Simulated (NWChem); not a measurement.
All runs are NWChem calculations. System: HSi, charge 0, spin multiplicity 2, at a geometry optimised with UPBE0/def2-SVP. The structure started from a generated list of species. Its SCF solution wasn't tested for a lower state. Level: URI-MP2/cc-pVQZ, 5 core orbitals frozen.

Input file:

```
start mol
memory heap 200 mb stack 900 mb global 1100 mb
geometry units angstroms nocenter noautoz
  Si     0.000000     0.000000     0.102678
  H      0.000000     0.000000    -1.437486
  symmetry group C2v
end
basis spherical
  * library cc-pvqz
end
basis "ri-mp2 basis" spherical
  * library cc-pvqz-ri
end
scf
  uhf
  nopen 1
  maxiter 100
  thresh 1e-7
  semidirect memsize 60000000 filesize 0
  # guess.movecs holds the orbitals of an unrestricted PBE0 run
  vectors input guess.movecs output mol.movecs
end
mp2
  freeze core 5
end
task rimp2 energy
```

Output (cleaned and shortened):

```
             Northwest Computational Chemistry Package (NWChem) 7.3.0
             --------------------------------------------------------

                                NWChem Input Module
                                -------------------

 Scaling coordinates for geometry "geometry" by  1.889725989
 (inverse scale =  0.529177249)

 Turning off AUTOSYM since
 SYMMETRY directive was detected!

                             Geometry "geometry" -> ""
                             -------------------------

 Output coordinates in angstroms (scale by  1.889725989 to convert to a.u.)

  No.       Tag          Charge          X              Y              Z
 ---- ---------------- ---------- -------------- -------------- --------------
    1 Si                  14.0000     0.00000000     0.00000000     0.10267800
    2 H                    1.0000     0.00000000     0.00000000    -1.43748600

 Effective nuclear repulsion energy (a.u.)       4.8101900096

            Nuclear Dipole moment (a.u.)
            ----------------------------
        X                 Y               Z
 ---------------- ---------------- ----------------
     0.0000000000     0.0000000000     0.0000113384

      Symmetry information
      --------------------

 Group name             C2v
 Group number             16
 Group order               4
 No. of unique centers     2

      Symmetry unique atoms

     1    2


 Summary of "ao basis" -> "" (spherical)
 ------------------------------------------------------------------------------
       Tag                 Description            Shells   Functions and Types
 ---------------- ------------------------------  ------  ---------------------
 *                          cc-pvqz                   on all atoms

 Summary of "ri-mp2 basis" -> "" (spherical)
 ------------------------------------------------------------------------------
       Tag                 Description            Shells   Functions and Types
 ---------------- ------------------------------  ------  ---------------------
 *                         cc-pvqz-ri                 on all atoms
[...]
 RI-MP2 Calculation Information:
          Nr. of AO basis functions:         89
     Nr. of fitting basis functions:        213
               Nr. of MO spin cases:          2
        Nr. of MOs to be correlated:         84         84
     Nr. of occupied MOs correlated:          3          2
      Nr. of virtual MOs correlated:         81         82

          RI integral approximation: 'V'
    Threshold for Schwarz screening:  1.000E-09
 Smallest eigenvalue retained in fit  1.000E-08
    Type of storage for MO integrals 'EAF library'

 Transformation block size    3, requiring     1 integral passes.
 XForm_3cInts: Completed     1:    3 pass.
 Transformation block size    2, requiring     1 integral passes.
 XForm_3cInts: Completed     1:    2 pass.
 Energy evaluation using block sizes     3    3
 RIMP2_V_E2: Approx. ints. done (    1:    3,    1:    3)
 RIMP2_V_E2: Copy to B done (    1:    3,    1:    3)
 RIMP2_V_E2: Denominators done (    1:    3,    1:    3)
 RIMP2_V_E2: Completed block (    1:    3,    1:    3)
 RIMP2_V_E2: Approx. ints. done (    1:    3,    1:    2)
 RIMP2_V_E2: Copy to B done (    1:    3,    1:    2)
 RIMP2_V_E2: Denominators done (    1:    3,    1:    2)
 RIMP2_V_E2: Completed block (    1:    3,    1:    2)
 RIMP2_V_E2: Approx. ints. done (    1:    2,    1:    2)
 RIMP2_V_E2: Copy to B done (    1:    2,    1:    2)
 RIMP2_V_E2: Denominators done (    1:    2,    1:    2)
 RIMP2_V_E2: Completed block (    1:    2,    1:    2)

          -------------------------------------------
          SCF energy                -289.441639755935
          Correlation energy          -0.086097489464
          Total MP2 energy          -289.527737245399
          -------------------------------------------

 -----------------------
 Performance information
 -----------------------

 Timer overhead =  2.16D-07 seconds/call

               Nr. of calls         CPU time (s)                 Wall time (s)                GFlops
             ---------------    -------------------     ------------------------------   -------------------
Name         Min   Avg   Max    Min     Avg     Max     Min     Avg     Max   Mx/calls   Min     Max     Sum
Overall       1     1     1    5.4     5.4     5.4      5.4     5.4     5.4     5.4      0.0     0.0     0.0
3c integr     2     2     2    1.4     1.4     1.4      1.4     1.4     1.4    0.72      0.0     0.0     0.0
Energy        1     1     1   2.41E-2 2.41E-2 2.41E-2  2.41E-2 2.41E-2 2.41E-2 2.41E-2   0.0     0.0     0.0
3c integr     2     2     2    1.4     1.4     1.4      1.4     1.4     1.4    0.72      0.0     0.0     0.0
First 2/3     6     6     6   8.05E-3 8.05E-3 8.05E-3  8.05E-3 8.05E-3 8.05E-3 1.34E-3   0.0     0.0     0.0
Final 1/3     2     2     2   3.65E-3 3.65E-3 3.65E-3  3.65E-3 3.65E-3 3.65E-3 1.83E-3   0.0     0.0     0.0
Write 3c      2     2     2   7.14E-4 7.14E-4 7.14E-4  7.14E-4 7.14E-4 7.14E-4 3.57E-4   0.0     0.0     0.0
Read 3c i     3     3     3   4.61E-4 4.61E-4 4.61E-4  4.61E-4 4.61E-4 4.61E-4 1.54E-4   0.0     0.0     0.0
Fitting b     1     1     1   4.46E-2 4.46E-2 4.46E-2  4.46E-2 4.46E-2 4.46E-2 4.46E-2   0.0     0.0     0.0
Schwarz i     1     1     1   7.35E-2 7.35E-2 7.35E-2  7.35E-2 7.35E-2 7.35E-2 7.35E-2   0.0     0.0     0.0
Form 4ci      3     3     3   3.48E-3 3.48E-3 3.48E-3  3.49E-3 3.49E-3 3.49E-3 1.16E-3   0.0     0.0     0.0
Form A &      3     3     3   1.85E-2 1.85E-2 1.85E-2  1.85E-2 1.85E-2 1.85E-2 6.15E-3   0.0     0.0     0.0
Denominat     3     3     3   1.30E-4 1.30E-4 1.30E-4  1.30E-4 1.30E-4 1.30E-4 4.33E-5   0.0     0.0     0.0
Pair Ener     3     3     3   5.28E-4 5.28E-4 5.28E-4  5.28E-4 5.28E-4 5.28E-4 1.76E-4   0.0     0.0     0.0

 The average no. of pstat calls per process was 3.30D+01
 with a timing overhead of 7.14D-06s

 Task  times  cpu:        5.4s     wall:        5.4s

 Total times  cpu:        5.4s     wall:        5.4s
```
